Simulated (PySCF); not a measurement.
A structure optimised at PBE-D3(BJ)/def2-SVP, used in a PySCF frequency run:

```
C
H 1 1.1098
H 1 1.1140 2 106.63
C 1 1.4981 2 109.47 3 117.82
C 4 1.3453 1 127.19 2 9.12
H 5 1.1000 4 123.18 1 179.00
H 4 1.1050 5 115.39 6 0.85
C 1 1.5402 2 109.70 3 -117.46
H 8 1.1114 1 108.63 2 -63.42
H 8 1.1125 9 105.78 1 117.26
C 8 1.5285 9 110.10 10 118.67
H 11 1.1085 8 111.60 9 -58.05
H 11 1.1099 12 107.58 8 -122.30
H 11 1.1102 12 107.59 13 -115.27
Cl 5 1.7448 6 112.75 4 -179.76
```

Q: Write its SMILES and formula.

A: CCC/C=C\Cl, C5H9Cl

Q: What are its rotational constants (standard atomic weights)?

A: 6.1087, 1.1744, 1.0430 GHz
